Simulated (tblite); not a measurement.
Record of a relaxation.

Compound: C6H10AlCl.
Numbering: `[CH2:1]=[CH:2]/[CH:3]=[C:4](\[CH3:5])[CH2:6][AlH:7][Cl:8]` (hydrogens: H9, H10 on C1; H11 on C2; H12 on C3; H13, H14, H15 on C5; H16, H17 on C6; H18 on Al7)

Computed with GFN2-xTB (tblite), gas phase: L-BFGS steps from a force-field or distance-geometry start until the largest atomic force falls under 0.01 eV/Å. 11 of its 135 geometries are shown.

Step 0: E = -640.7879 eV, largest atomic force 2.594 eV/Å
```
atom  x, y, z in Å  |  force x, y, z in eV/Å
C1     -3.103    0.003    1.125   -0.643   0.204  -0.223
C2     -2.153    0.099    0.193    0.642  -0.841   2.227
C3     -0.792   -0.310    0.628   -1.373   0.700  -1.045
C4      0.223   -0.247   -0.226    1.039  -0.376   1.448
C5      0.067    0.203   -1.601   -0.679   0.265  -1.768
C6      1.595   -0.665    0.206   -0.401  -0.589   0.084
Al7     2.933    0.785    0.055    2.365  -0.532   0.923
Cl8     5.016    0.129   -0.347   -1.880   0.791   0.106
H9     -2.902   -0.350    2.137   -0.087   0.151  -0.481
H10    -4.132    0.280    0.900    0.260  -0.112   0.199
H11    -2.378    0.444   -0.791    0.105   0.001  -0.182
H12    -0.646   -0.653    1.637   -0.207   0.039   0.005
H13    -0.644    1.061   -1.659    0.822  -0.444  -0.119
H14     1.036    0.451   -2.099   -0.459  -0.020   0.392
H15    -0.410   -0.622   -2.177    0.370   0.474   0.046
H16     1.604   -1.026    1.278   -0.091   0.328  -0.945
H17     1.861   -1.541   -0.416    0.245   0.151   0.121
H18     2.817    1.966    1.145   -0.026  -0.192  -0.786
```

Step 13: E = -641.5659 eV, largest atomic force 0.252 eV/Å
```
atom  x, y, z in Å  |  force x, y, z in eV/Å
C1     -3.170    0.004    1.170   -0.050   0.012  -0.011
C2     -2.172    0.083    0.293   -0.034  -0.074   0.205
C3     -0.818   -0.285    0.621    0.051   0.052  -0.113
C4      0.222   -0.257   -0.228    0.154   0.040   0.161
C5      0.085    0.195   -1.651   -0.012  -0.008  -0.181
C6      1.586   -0.690    0.205    0.015  -0.072   0.056
Al7     3.086    0.663    0.281   -0.158  -0.015  -0.036
Cl8     4.951    0.248   -0.403   -0.085   0.049   0.040
H9     -3.018   -0.338    2.181    0.060  -0.007   0.004
H10    -4.179    0.273    0.917   -0.060   0.028  -0.050
H11    -2.369    0.417   -0.714   -0.032   0.025  -0.029
H12    -0.654   -0.617    1.637   -0.025   0.000   0.021
H13    -0.555    1.074   -1.738    0.115  -0.050   0.057
H14     1.062    0.436   -2.079    0.018   0.001   0.097
H15    -0.360   -0.592   -2.264    0.033  -0.021   0.027
H16     1.520   -1.110    1.228   -0.020  -0.035  -0.249
H17     1.936   -1.513   -0.451   -0.038   0.125   0.079
H18     2.839    2.017    0.982    0.067  -0.050  -0.079
```

Step 27: E = -641.5983 eV, largest atomic force 0.100 eV/Å
```
atom  x, y, z in Å  |  force x, y, z in eV/Å
C1     -3.188    0.011    1.185    0.006  -0.017  -0.002
C2     -2.185    0.100    0.314    0.009  -0.009  -0.031
C3     -0.826   -0.265    0.635   -0.042   0.030   0.047
C4      0.224   -0.254   -0.202   -0.076  -0.010  -0.021
C5      0.134    0.187   -1.635    0.032  -0.004   0.024
C6      1.574   -0.729    0.215   -0.034   0.060  -0.010
Al7     3.022    0.669    0.272    0.011   0.059   0.027
Cl8     4.891    0.284   -0.405    0.027  -0.017  -0.023
H9     -3.029   -0.331    2.196    0.002   0.018  -0.023
H10    -4.202    0.265    0.923    0.052   0.011  -0.003
H11    -2.387    0.431   -0.696    0.021   0.008   0.036
H12    -0.673   -0.594    1.656    0.016  -0.014  -0.008
H13    -0.482    1.076   -1.750   -0.012  -0.027   0.024
H14     1.137    0.413   -2.004    0.032   0.035  -0.030
H15    -0.286   -0.605   -2.256   -0.001   0.012   0.002
H16     1.503   -1.254    1.176    0.007  -0.053   0.005
H17     1.933   -1.464   -0.527    0.026  -0.029   0.027
H18     2.832    2.067    0.891   -0.075  -0.052  -0.042
```

Step 40: E = -641.6101 eV, largest atomic force 0.108 eV/Å
```
atom  x, y, z in Å  |  force x, y, z in eV/Å
C1     -3.175    0.030    1.182   -0.011  -0.026   0.009
C2     -2.164    0.119    0.321   -0.009   0.027   0.011
C3     -0.815   -0.264    0.650    0.034  -0.005  -0.001
C4      0.237   -0.269   -0.184    0.016  -0.058  -0.016
C5      0.164    0.194   -1.609    0.010   0.004   0.012
C6      1.576   -0.772    0.230    0.018  -0.024  -0.002
Al7     2.977    0.668    0.257   -0.005  -0.048  -0.042
Cl8     4.849    0.285   -0.421   -0.012   0.049   0.032
H9     -3.027   -0.324    2.188    0.011  -0.013   0.049
H10    -4.183    0.292    0.915   -0.027   0.041  -0.023
H11    -2.356    0.468   -0.683    0.017   0.010  -0.031
H12    -0.671   -0.605    1.667    0.008  -0.024   0.009
H13    -0.480    1.063   -1.716   -0.010  -0.009  -0.022
H14     1.168    0.463   -1.958   -0.005   0.009   0.013
H15    -0.217   -0.602   -2.252    0.014   0.029  -0.004
H16     1.499   -1.341    1.166    0.012   0.008  -0.062
H17     1.960   -1.465   -0.542   -0.074  -0.040   0.068
H18     2.649    2.069    0.779    0.013   0.069   0.001
```

Step 54: E = -641.6354 eV, largest atomic force 0.104 eV/Å
```
atom  x, y, z in Å  |  force x, y, z in eV/Å
C1     -3.146    0.089    1.192    0.000  -0.035  -0.011
C2     -2.114    0.156    0.354   -0.007   0.071   0.058
C3     -0.788   -0.311    0.675   -0.082  -0.005  -0.047
C4      0.257   -0.341   -0.168   -0.021   0.073   0.056
C5      0.226    0.208   -1.562   -0.027   0.039   0.027
C6      1.576   -0.904    0.230   -0.026  -0.037  -0.030
Al7     2.847    0.642    0.148    0.041  -0.013  -0.003
Cl8     4.799    0.478   -0.354    0.076   0.005  -0.007
H9     -3.041   -0.321    2.184   -0.024   0.003  -0.028
H10    -4.130    0.424    0.907    0.048   0.010   0.054
H11    -2.265    0.576   -0.631   -0.015  -0.042   0.004
H12    -0.660   -0.711    1.676   -0.029   0.010  -0.070
H13    -0.488    1.019   -1.664   -0.025   0.017  -0.022
H14     1.221    0.600   -1.815    0.071   0.015   0.012
H15    -0.018   -0.561   -2.293   -0.024  -0.081  -0.003
H16     1.498   -1.451    1.174    0.012  -0.022  -0.011
H17     1.893   -1.628   -0.538    0.079  -0.067   0.010
H18     2.323    2.044    0.473   -0.048   0.057   0.011
```

Step 67: E = -641.6420 eV, largest atomic force 0.037 eV/Å
```
atom  x, y, z in Å  |  force x, y, z in eV/Å
C1     -3.143    0.099    1.202   -0.002  -0.005   0.013
C2     -2.117    0.169    0.357    0.004   0.011  -0.005
C3     -0.796   -0.323    0.663    0.012   0.006  -0.007
C4      0.260   -0.341   -0.166   -0.007  -0.005  -0.036
C5      0.238    0.212   -1.559    0.002   0.000  -0.020
C6      1.577   -0.923    0.224    0.005   0.018   0.003
Al7     2.846    0.633    0.130   -0.001   0.011   0.009
Cl8     4.818    0.531   -0.326   -0.014  -0.007   0.014
H9     -3.041   -0.330    2.185    0.014  -0.012   0.024
H10    -4.121    0.462    0.940   -0.006   0.009   0.003
H11    -2.277    0.598   -0.622    0.017   0.006  -0.011
H12    -0.680   -0.742    1.656   -0.003  -0.005  -0.008
H13    -0.488    1.011   -1.680   -0.010  -0.014   0.005
H14     1.234    0.618   -1.799    0.002  -0.011   0.010
H15     0.018   -0.572   -2.285    0.000   0.000   0.001
H16     1.501   -1.462    1.173   -0.010  -0.005   0.017
H17     1.891   -1.663   -0.530    0.000   0.005  -0.011
H18     2.273    2.029    0.426   -0.002  -0.002  -0.001
```

Step 80: E = -641.6445 eV, largest atomic force 0.025 eV/Å
```
atom  x, y, z in Å  |  force x, y, z in eV/Å
C1     -3.125    0.109    1.222    0.002   0.001   0.004
C2     -2.115    0.182    0.357   -0.007  -0.009   0.005
C3     -0.800   -0.333    0.643   -0.002   0.005  -0.006
C4      0.256   -0.352   -0.187    0.007  -0.004   0.010
C5      0.243    0.199   -1.580   -0.001   0.000  -0.001
C6      1.570   -0.926    0.220   -0.003  -0.016  -0.001
Al7     2.823    0.645    0.146   -0.003  -0.008  -0.003
Cl8     4.805    0.540   -0.261    0.003   0.002   0.014
H9     -3.002   -0.346    2.191   -0.012   0.005   0.006
H10    -4.103    0.496    0.994    0.005  -0.002  -0.003
H11    -2.279    0.635   -0.610    0.004   0.001   0.008
H12    -0.684   -0.768    1.628   -0.001   0.019  -0.005
H13    -0.496    0.983   -1.710   -0.016   0.001  -0.008
H14     1.235    0.619   -1.804    0.009   0.007  -0.006
H15     0.046   -0.590   -2.306   -0.005  -0.009  -0.011
H16     1.479   -1.464    1.169    0.023   0.000  -0.009
H17     1.905   -1.663   -0.528   -0.002   0.008  -0.002
H18     2.232    2.041    0.404   -0.003  -0.003   0.007
```

Step 94: E = -641.6473 eV, largest atomic force 0.061 eV/Å
```
atom  x, y, z in Å  |  force x, y, z in eV/Å
C1     -3.110    0.128    1.249    0.002  -0.003   0.012
C2     -2.109    0.202    0.374    0.000  -0.020  -0.025
C3     -0.791   -0.323    0.632    0.003   0.005   0.005
C4      0.252   -0.364   -0.213   -0.030   0.014  -0.042
C5      0.233    0.170   -1.614   -0.006   0.009   0.005
C6      1.570   -0.935    0.183    0.013   0.037  -0.005
Al7     2.808    0.649    0.173    0.000  -0.017  -0.004
Cl8     4.812    0.563   -0.112    0.003   0.010   0.009
H9     -2.990   -0.342    2.211    0.026   0.002   0.017
H10    -4.086    0.529    1.036    0.005  -0.001  -0.018
H11    -2.290    0.668   -0.585    0.039   0.005  -0.011
H12    -0.658   -0.747    1.621   -0.005   0.006  -0.001
H13    -0.538    0.921   -1.761    0.020  -0.021  -0.011
H14     1.212    0.626   -1.829   -0.047   0.007   0.005
H15     0.080   -0.632   -2.340   -0.006   0.017   0.058
H16     1.497   -1.485    1.125   -0.025  -0.037   0.035
H17     1.914   -1.654   -0.576    0.010  -0.022  -0.029
H18     2.185    2.034    0.414   -0.001   0.008  -0.001
```

Step 107: E = -641.6520 eV, largest atomic force 0.024 eV/Å
```
atom  x, y, z in Å  |  force x, y, z in eV/Å
C1     -3.061    0.170    1.287    0.001   0.008   0.005
C2     -2.075    0.241    0.396   -0.017  -0.002  -0.001
C3     -0.761   -0.306    0.625   -0.010  -0.002  -0.008
C4      0.251   -0.381   -0.254    0.010  -0.004   0.014
C5      0.204    0.128   -1.661    0.006  -0.008   0.003
C6      1.570   -0.967    0.117   -0.005  -0.023   0.001
Al7     2.765    0.645    0.225    0.017   0.000  -0.001
Cl8     4.791    0.637    0.181   -0.009   0.006   0.004
H9     -2.928   -0.314    2.240    0.013   0.005   0.006
H10    -4.034    0.587    1.096   -0.004   0.001  -0.008
H11    -2.257    0.727   -0.553   -0.008  -0.003  -0.005
H12    -0.609   -0.721    1.615    0.004   0.002  -0.008
H13    -0.635    0.791   -1.847    0.005  -0.003   0.015
H14     1.135    0.675   -1.868   -0.004   0.008   0.005
H15     0.149   -0.705   -2.362   -0.007   0.000  -0.015
H16     1.496   -1.558    1.037    0.000   0.007  -0.014
H17     1.921   -1.651   -0.670    0.004   0.005   0.004
H18     2.069    2.007    0.388    0.005   0.004   0.001
```

Step 121: E = -641.6528 eV, largest atomic force 0.021 eV/Å
```
atom  x, y, z in Å  |  force x, y, z in eV/Å
C1     -3.055    0.178    1.291    0.001   0.004   0.000
C2     -2.079    0.235    0.388    0.007   0.001   0.007
C3     -0.763   -0.307    0.619    0.005   0.000  -0.002
C4      0.251   -0.386   -0.259   -0.013   0.000  -0.009
C5      0.198    0.125   -1.665    0.002   0.006  -0.015
C6      1.571   -0.970    0.111    0.002   0.018  -0.003
Al7     2.769    0.642    0.237    0.009  -0.003  -0.005
Cl8     4.795    0.644    0.213   -0.017  -0.005   0.005
H9     -2.908   -0.286    2.253   -0.008   0.009  -0.003
H10    -4.033    0.587    1.101    0.003  -0.001   0.009
H11    -2.273    0.704   -0.566    0.002  -0.019   0.002
H12    -0.609   -0.713    1.612    0.002  -0.009  -0.001
H13    -0.646    0.784   -1.841    0.021   0.000  -0.004
H14     1.125    0.679   -1.871   -0.010   0.003   0.002
H15     0.145   -0.703   -2.372    0.002   0.002   0.008
H16     1.496   -1.571    1.024    0.003  -0.003   0.014
H17     1.930   -1.643   -0.681   -0.006  -0.003  -0.006
H18     2.077    2.007    0.394   -0.006   0.002   0.002
```

Step 134: E = -641.6544 eV, largest atomic force 0.009 eV/Å
```
atom  x, y, z in Å  |  force x, y, z in eV/Å
C1     -3.023    0.218    1.323    0.002  -0.001   0.002
C2     -2.077    0.213    0.386    0.001   0.004   0.002
C3     -0.758   -0.325    0.600    0.002   0.003   0.000
C4      0.247   -0.402   -0.289    0.001  -0.004   0.003
C5      0.189    0.118   -1.691    0.000  -0.003   0.000
C6      1.572   -0.979    0.075   -0.001  -0.006   0.002
Al7     2.744    0.643    0.269   -0.002   0.004  -0.002
Cl8     4.766    0.661    0.384    0.005  -0.001   0.001
H9     -2.845   -0.191    2.304    0.001   0.005   0.003
H10    -4.002    0.628    1.146    0.001  -0.007  -0.006
H11    -2.300    0.626   -0.588   -0.001   0.002   0.004
H12    -0.586   -0.724    1.594   -0.006  -0.006  -0.004
H13    -0.676    0.747   -1.872    0.002   0.003  -0.001
H14     1.096    0.708   -1.879    0.001   0.004  -0.003
H15     0.176   -0.705   -2.405   -0.002  -0.005  -0.002
H16     1.501   -1.598    0.976   -0.001   0.003  -0.004
H17     1.941   -1.633   -0.728   -0.002   0.004   0.003
H18     2.030    2.001    0.385   -0.002  -0.001   0.001
```

**Question.** Summarise the path.

**Answer.** The energy falls by 0.8665 eV from step 0 to step 134; nine tenths of that is first reached at step 14. It falls at every step. The largest force goes from 2.594 to 0.009 eV/Å. Among the bonds Al7–Cl8 changes most, from 2.220 to 2.025 Å; the atoms move by 0.474 Å rms after alignment.

**Question.** Follow the three bonds and two angles with the largest change from start to end.

**Answer.** 
| step | E above end (eV) | largest force (eV/Å) | Al7–Cl8 (Å) | Al7–H18 (Å) | C2–C3 (Å) | C6–Al7–Cl8 (°) | C4–C6–Al7 (°) |
| --- | --- | --- | --- | --- | --- | --- | --- |
| 0 | 0.8665 | 2.594 | 2.220 | 1.611 | 1.486 | 115.6 | 113.1 |
| 6 | 0.1656 | 0.471 | 2.017 | 1.515 | 1.442 | 119.8 | 118.9 |
| 12 | 0.0966 | 0.232 | 2.027 | 1.551 | 1.441 | 122.1 | 119.8 |
| 17 | 0.0731 | 0.131 | 2.028 | 1.536 | 1.442 | 122.8 | 118.6 |
| 23 | 0.0621 | 0.119 | 2.026 | 1.530 | 1.440 | 122.4 | 117.4 |
| 29 | 0.0544 | 0.083 | 2.026 | 1.541 | 1.442 | 121.1 | 115.8 |
| 35 | 0.0494 | 0.109 | 2.026 | 1.538 | 1.443 | 120.8 | 114.8 |
| 41 | 0.0428 | 0.115 | 2.027 | 1.529 | 1.440 | 120.0 | 112.1 |
| 47 | 0.0308 | 0.121 | 2.024 | 1.545 | 1.441 | 120.5 | 107.5 |
| 52 | 0.0221 | 0.130 | 2.026 | 1.534 | 1.440 | 122.2 | 105.1 |
| 58 | 0.0147 | 0.063 | 2.026 | 1.539 | 1.440 | 125.1 | 104.3 |
| 64 | 0.0129 | 0.032 | 2.026 | 1.538 | 1.442 | 125.7 | 104.2 |
| 70 | 0.0119 | 0.033 | 2.026 | 1.537 | 1.442 | 125.7 | 103.9 |
| 76 | 0.0106 | 0.039 | 2.026 | 1.539 | 1.441 | 125.7 | 103.8 |
| 82 | 0.0098 | 0.021 | 2.026 | 1.538 | 1.442 | 125.2 | 103.9 |
| 87 | 0.0092 | 0.030 | 2.026 | 1.539 | 1.441 | 125.2 | 103.6 |
| 93 | 0.0076 | 0.062 | 2.025 | 1.537 | 1.442 | 125.1 | 103.7 |
| 99 | 0.0045 | 0.057 | 2.028 | 1.542 | 1.442 | 125.3 | 103.6 |
| 105 | 0.0026 | 0.022 | 2.026 | 1.538 | 1.441 | 126.2 | 103.1 |
| 111 | 0.0021 | 0.019 | 2.025 | 1.538 | 1.441 | 126.5 | 102.8 |
| 117 | 0.0018 | 0.017 | 2.026 | 1.538 | 1.441 | 126.5 | 103.1 |
| 122 | 0.0015 | 0.031 | 2.027 | 1.538 | 1.442 | 126.6 | 103.3 |
| 128 | 0.0004 | 0.024 | 2.026 | 1.538 | 1.441 | 126.4 | 103.4 |
| 134 | 0.0000 | 0.009 | 2.025 | 1.538 | 1.441 | 126.5 | 103.2 |

What follows is the cost of the whole relaxation. On one thread, Arm Neoverse N1 (aarch64), shared host, this took 1.9 s of wall time.
